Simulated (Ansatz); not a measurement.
Geometry optimisation, Ansatz, DFT r2SCAN, scalar-relativistic, plane waves, PAW.

Input:

```yaml
crystal:
  lattice:
    - [7.398, 0.0, 0.0]
    - [-3.699, 6.406856, 0.0]
    - [0.0, 0.0, 12.0]
  atoms:
    - { symbol: C, position: [0.0, 0.0, 0.08333333] }
    - { symbol: C, position: [0.22222222, 0.11111111, 0.08333333] }
    - { symbol: C, position: [0.0, 0.33333333, 0.08333333] }
    - { symbol: C, position: [0.22222222, 0.44444444, 0.08333333] }
    - { symbol: C, position: [0.0, 0.66666666, 0.08333333] }
    - { symbol: C, position: [0.22222222, 0.77777777, 0.08333333] }
    - { symbol: C, position: [0.33333333, 0.0, 0.08333333] }
    - { symbol: C, position: [0.55555556, 0.11111111, 0.08333333] }
    - { symbol: C, position: [0.33333333, 0.33333333, 0.08333333] }
    - { symbol: C, position: [0.55555555, 0.44444444, 0.08333333] }
    - { symbol: C, position: [0.33333333, 0.66666666, 0.08333333] }
    - { symbol: C, position: [0.55555555, 0.77777777, 0.08333333] }
    - { symbol: C, position: [0.66666667, 0.0, 0.08333333] }
    - { symbol: C, position: [0.88888889, 0.11111111, 0.08333333] }
    - { symbol: C, position: [0.66666667, 0.33333333, 0.08333333] }
    - { symbol: C, position: [0.88888889, 0.44444444, 0.08333333] }
    - { symbol: C, position: [0.66666666, 0.66666666, 0.08333333] }
    - { symbol: C, position: [0.88888889, 0.77777777, 0.08333333] }
    - { symbol: "N", position: [0.74074074, 0.48148148, 0.18] }
    - { symbol: H, position: [1.18518518, 0.81481481, 0.165] }
basis:
  ecutwfc: 500.0
kpoints:
  mp_grid: { grid: [2, 2, 1] }
hamiltonian:
  xc: r2scan
scf:
  occupations: { method: fermi_dirac, width: 0.05 }
  lower_state_search: "off"
relax:
  f_tol: 0.03
  max_steps: 60
  adjacent_minimum: "off"
```

Run as:

```bash
$ ansatz run input.yaml --threads 2 --pin off --max-ram 5120MiB --backend cpu --events-out ev --progress --plain --runs-dir out
```

Q: Where does it end, and by what steps?

A: The run converged. Limits of this set-up: coarse k mesh, slab without dipole correction. After 15 steps the energy has fallen by 4.856 eV; N19 moved furthest, 0.86 Å.

| step | energy less start (eV) | largest force component (eV/Å) | accepted |
| --- | --- | --- | --- |
| 0 | 0.0000 | 6.003 | yes |
| 1 | -1.8023 | 3.178 | yes |
| 2 | -2.7354 | 1.544 | yes |
| 3 | -3.1291 | 0.746 | yes |
| 4 | -3.2110 | 0.631 | yes |
| 5 | -3.4531 | 2.043 | yes |
| 6 | -3.8308 | 2.055 | yes |
| 7 | -4.6259 | 0.890 | yes |
| 8 | -4.7313 | 1.317 | yes |
| 9 | -4.8325 | 0.395 | yes |
| 10 | -4.8230 | 0.853 | no |
| 11 | -4.8509 | 0.134 | yes |
| 12 | -4.8550 | 0.110 | yes |
| 13 | -4.8557 | 0.070 | yes |
| 14 | -4.8557 | 0.039 | yes |
| 15 | -4.8559 | 0.018 | yes |

```xyz
20
Lattice="7.3980 0.0000 0.0000 -3.6990 6.4069 0.0000 0.0000 0.0000 12.0000" Properties=species:S:1:pos:R:3
C -0.047 0.041 0.896
C 1.183 0.758 0.900
C -1.263 2.159 0.916
C -0.047 2.887 0.831
C -2.558 4.324 0.984
C -1.289 5.030 1.208
C 2.415 0.076 0.959
C 3.643 0.733 0.992
C 1.186 2.187 0.843
C 2.386 2.905 0.929
C -0.031 4.292 0.905
C 1.169 5.010 0.885
C 4.868 0.036 0.946
C 6.117 0.749 0.918
C 3.607 2.168 1.257
C 4.919 2.898 1.204
C 2.400 4.302 0.870
C 3.644 5.017 0.902
N 4.303 2.561 2.469
H 6.139 5.021 2.327
```

Whether the end is a true minimum wasn't checked by a vibrational analysis.

Run time: 7 min on 2 threads of Arm Neoverse V1 (shared host), peak memory 1.9 GiB.
